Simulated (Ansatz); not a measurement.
The cluster GaSb2⁻. The state is a triplet with charge -1. Geometry r2SCAN-D4/def2-TZVP, that of the neutral doublet; atoms count from 1.

```csv
atom,x (Å),y (Å),z (Å)
Ga1,-0.878,1.312,-0.776
Sb2,-0.079,-1.491,-0.437
Sb3,0.957,0.179,1.212
```

In the def2 sets Sb takes a core potential; there is no spin–orbit coupling. The highest occupied level of the charge -1 triplet lies above zero (up to 0.03 eV). By energy differences its removal costs 1.51 eV (vertical, to the charge 0 doublet, at PBE0-D4/def2-TZVPD); a positive level beside a positive removal energy at the same level points to self-interaction error. At PBE0-D4/def2-TZVPD a singlet of charge -1 lies 0.38 eV below the triplet at the same geometry. The structure comes from a short search, and lower isomers may exist.

Question: Estimate the Mulliken populations from the PBE0/def2-TZVPD orbitals of Ansatz.

Answer: 
```
atom  charge (e)  spin (α − β)
 Ga1       -0.18          0.31
 Sb2       -0.41          0.85
 Sb3       -0.41          0.84
```
Mulliken values and Mayer orders depend strongly on the basis. With diffuse functions, as here, like atoms can get unlike values, and bond orders can come out too low or too high.

Question: Where does the spin sit?

Answer: Summed by element: Ga 0.31, Sb 1.69, of 2 unpaired in all. Largest on single atoms: Sb2 0.85, Sb3 0.84, Ga1 0.31.

Question: And the Mayer bond orders between bonded heavy atoms (over 0.3)?

Answer: Ga1–Sb2 0.82 (2.93 Å); Ga1–Sb3 0.82 (2.93 Å); Sb2–Sb3 1.68 (2.57 Å).
